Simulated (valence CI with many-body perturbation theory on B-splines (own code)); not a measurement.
# From CI to CI+MBPT in Pt⁵⁷⁺

Calculated by configuration interaction combined with many-body perturbation theory (CI+MBPT): three valence electrons over a frozen Dirac-Fock core [Ar], a basis of 9 s, 9 p, 10 d, 8 f, 5 g, 3 h, 1 i functions for each j, with the one-electron correlation potential Σ1 (screened to all orders), the two-electron term Σ2, the three-electron term Σ3, Breit, model QED; selected single and double excitations, second order for the rest (own B-spline code, finite nucleus).

The last digits are not significant, and no measured levels were compared; by estimate large intervals hold to a few tenths of a per cent, small ones and those within an open d or f shell to about a per cent. The list stops below the first excitations out of the core. Only levels of the ground parity were solved; by the run's estimate the other parity begins above the list, which can be wrong where configurations are misplaced.

Each rung adds one term. CI alone is the Dirac-Coulomb CI over the frozen core; QED comes last and gives the full result, which names the levels. Energies are above (3d3/2^3) J=3/2 on the same rung, in eV.

Levels are named by their leading jj configuration (3d3/2^4 stands for four electrons in 3d with j = 3/2), which in mixed levels can hold well under half, so a name can repeat and another be missing. Letters in brackets count levels of one name in rising energy.

| Level | CI alone | + Σ1 | + Σ2 | + Σ3 | + Breit | Full |
| --- | --- | --- | --- | --- | --- | --- |
| (3d3/2^2 3d5/2) J=5/2 [a] | 87.21 | 87.51 | 88.05 | 88.06 | 85.72 | 85.97 |
| (3d3/2^2 3d5/2) J=3/2 | 93.72 | 94.02 | 94.16 | 94.30 | 92.33 | 92.58 |
| (3d3/2^2 3d5/2) J=9/2 | 99.42 | 99.72 | 100.27 | 100.26 | 96.08 | 96.33 |
| (3d3/2^2 3d5/2) J=7/2 | 99.46 | 99.77 | 100.12 | 100.12 | 96.53 | 96.79 |
| (3d3/2^2 3d5/2) J=1/2 | 100.04 | 100.35 | 100.20 | 100.38 | 98.11 | 98.36 |
| (3d3/2^2 3d5/2) J=5/2 [b] | 125.99 | 126.32 | 125.88 | 125.93 | 123.75 | 124.01 |
| (3d3/2 3d5/2^2) J=7/2 [a] | 183.98 | 184.59 | 185.43 | 185.46 | 180.56 | 181.06 |
| (3d3/2 3d5/2^2) J=9/2 | 190.02 | 190.63 | 191.51 | 191.55 | 185.55 | 186.05 |
| (3d3/2 3d5/2^2) J=3/2 [a] | 194.41 | 195.03 | 195.30 | 195.28 | 191.31 | 191.81 |
| (3d3/2 3d5/2^2) J=1/2 | 197.90 | 198.51 | 198.56 | 198.77 | 194.47 | 194.97 |
| (3d3/2 3d5/2^2) J=11/2 | 200.97 | 201.59 | 202.44 | 202.49 | 195.51 | 196.02 |
| (3d3/2 3d5/2^2) J=5/2 [a] | 199.42 | 200.03 | 200.15 | 200.14 | 195.78 | 196.27 |
| (3d3/2 3d5/2^2) J=7/2 [b] | 210.49 | 211.11 | 211.13 | 211.21 | 205.74 | 206.24 |
| (3d3/2 3d5/2^2) J=5/2 [b] | 209.99 | 210.62 | 210.56 | 210.55 | 205.77 | 206.27 |
| (3d3/2 3d5/2^2) J=3/2 [b] | 231.63 | 232.27 | 231.70 | 231.77 | 228.03 | 228.54 |

Problem. How does the ionisation energy move along the ladder, and which term matters most?

Solution. CI alone 5797.3, + Σ1 5800.0, + Σ2 5806.2, + Σ3 5806.3, + Breit 5800.4, + QED 5800.7 eV. The largest step is Σ2, 6.2 eV, with Breit about as large (-5.9). NIST lists 5800 ± 6 eV (theoretical).
